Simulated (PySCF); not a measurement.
Radial density of F²⁺ (fluorine, charge +2)

UHF, [He] 2s2 2p2 3d1, one real determinant (an excited configuration). Calculation: PySCF 2.14, in aug-cc-pCVTZ-DK with one added diffuse shell each of s, p, d, f type (8s7p5d3f, 75 functions); the spin-free X2C one-electron Hamiltonian (Gaussian nucleus).

```
r (bohr)  4πr²ρ (e/bohr)  4πr²(ρα − ρβ)
 0.00324         0.06054         0.0000
 0.00546          0.1633         0.0000
 0.00918          0.4230         0.0001
  0.0154           1.057         0.0003
  0.0260           2.454         0.0010
  0.0437           5.036         0.0042
  0.0735           8.345         0.0225
   0.124           9.739         0.1205
   0.208           6.591         0.4897
   0.350           3.413         1.4416
   0.588           4.551         2.3196
   0.989           3.366         1.5233
    1.66          0.7262         0.4388
    2.80          0.3397         0.3354
    4.71          0.1326         0.1326
    7.92       0.0008683         0.0009
```

Densities and radii are taken from the X2C orbitals without a picture-change correction, which distorts them close to the nucleus.

⟨L²⟩ = 8.00 against 12 for a pure F term, so this real determinant mixes terms. The outer electron is Rydberg-like, and this basis confines it to a smaller radius and binds it less than a complete one would.
